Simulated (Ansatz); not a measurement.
Geometry optimisation, Ansatz, RKS PBE-D4/def2-SVP.

Input file:

```yaml
crystal:
  periodic: [false, false, false]
  atoms:
    - { symbol: C, position_ang: [-0.70017, 1.05706, 0.72118] }
    - { symbol: Si, position_ang: [0.48473, -0.17017, 0.27317] }
    - { symbol: O, position_ang: [1.86902, -0.73134, 0.59071] }
    - { symbol: S, position_ang: [-0.23892, -1.0654, -1.67798] }
    - { symbol: H, position_ang: [0.46168, 0.36696, 1.60904] }
    - { symbol: H, position_ang: [-1.68112, 1.08137, 0.27058] }
    - { symbol: H, position_ang: [0.90662, -1.69833, -1.87268] }
total_charge: -1
basis:
  gaussian: { orbitals: def2-SVP }
hamiltonian:
  xc: pbe
  dispersion: d4
relax:
  f_tol: 0.02
  max_steps: 50
```

Launched with:

```bash
$ ansatz run input.yaml --threads 1 --pin off --max-ram 2048MiB --backend cpu --events-out ev --progress --plain --runs-dir out
```

Question: Where does it end, and by what steps?

Answer: It converged. Limits of this set-up: an anion without diffuse functions, the dipole of an ion depends on the origin. After 12 steps the energy has fallen by 4.388 eV; H5 moved furthest, 1.16 Å. Parted: Si2–H5. Joined: C1–H5.

| step | energy less start (eV) | largest force component (eV/Å) | accepted |
| --- | --- | --- | --- |
| 0 | 0.0000 | 5.455 | yes |
| 1 | -1.6477 | 3.119 | yes |
| 2 | -2.7408 | 2.252 | yes |
| 3 | -3.6446 | 1.226 | yes |
| 4 | -3.9910 | 0.788 | yes |
| 5 | -4.1677 | 0.707 | yes |
| 6 | -4.2944 | 0.486 | yes |
| 7 | -4.3316 | 0.354 | yes |
| 8 | -3.8122 | 3.204 | no |
| 9 | -4.3644 | 0.258 | yes |
| 10 | -4.3802 | 0.179 | yes |
| 11 | -4.3767 | 0.095 | no |
| 12 | -4.3878 | 0.019 | yes |

```xyz
7
Properties=species:S:1:pos:R:3
C -0.503 0.730 0.911
Si 0.636 -0.325 0.128
O 2.077 -0.903 0.414
S -0.224 -1.036 -1.813
H -0.294 1.206 1.883
H -1.474 0.959 0.441
H 0.884 -1.791 -2.049
```

Time of the run: 23 s on 1 CPU thread of a shared host.
